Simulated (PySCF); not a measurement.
# Computed structure and properties of [Pb2]2+

System: [Pb2]2+ (singlet); start: template (D∞h). Method: PySCF 2.14.0, RKS B3LYP, Pb def2-SVP with ECP60; non-relativistic Hamiltonian with scalar-relativistic core potentials where named; density fitting; no spin-orbit coupling.

Input of the relaxation:

```python
mol = gto.M(atom='''
Pb     0.00000     0.00000     1.52500
Pb     0.00000     0.00000    -1.52500''',
    basis={'Pb': 'def2-SVP'},
    ecp={'Pb': 'def2-SVP'},
    charge=2, spin=0)
mf = dft.RKS(mol, xc='B3LYP')
mf.grids.atom_grid = (50, 194)
mf = mf.density_fit()  # fitting sets: Pb def2-universal-JKFIT
mf.conv_tol = 1e-08; mf.max_cycle = 55
mf.kernel(dm0)  # dm0: converged density of the start geometry
# quasi-Newton relaxation in Cartesian coordinates to a largest gradient under 0.00045 Eh/bohr, steps kept in the point group
```

Run from Python with OMP_NUM_THREADS=2; the lines above give its settings. Where DIIS fails, smearing, a level shift and second-order steps follow.
It took 5.2 s on 2 threads of Arm Neoverse V1, on a shared host, from the converged density of the start.

Course of the relaxation:

```tsv
step	energy above end (eV)	largest force component within the symmetry (eV/Å)
0	0.4891	2.368
1	0.1287	0.989
2	0.0262	0.398
3	0.0018	0.096
4	0.0001	0.016
5	0.0000	0.001
```

Relaxed geometry (D∞h):

```xyz
2

Pb    0.0000    0.0000    1.7813
Pb    0.0000    0.0000   -1.7813
```

| contact | Å |
| --- | --- |
| Pb2–Pb1 | 3.563 |

On the finer grid (75, 302):

```yaml
HOMO: -14.92 eV
LUMO: -13.24 eV
Dipole_about_the_centre_of_mass: 0.00 D
Set_of_Mulliken_populations_of_Pb1_outside_the_core_potential: s 4.00, p 6.98, d 10.02
D3_BJ_dispersion_energy_not_in_the_energies: -0.114 eV
```

| atom | Mulliken (e) | Löwdin (e) | spin (e) |
| --- | --- | --- | --- |
| Pb1 | 1.00 | 1.00 | 0.00 |
| Pb2 | 1.00 | 1.00 | 0.00 |

The gap is small, and the closed shell wasn't tested for a lower spin-broken solution.

On the grid (50, 194), as all that follows. Harmonic modes: a minimum; lowest 78 cm⁻¹ (negative: unstable), highest 78 cm⁻¹, zero-point energy 0.005 eV.

One start shape was tried, so this needn't be the lowest isomer.
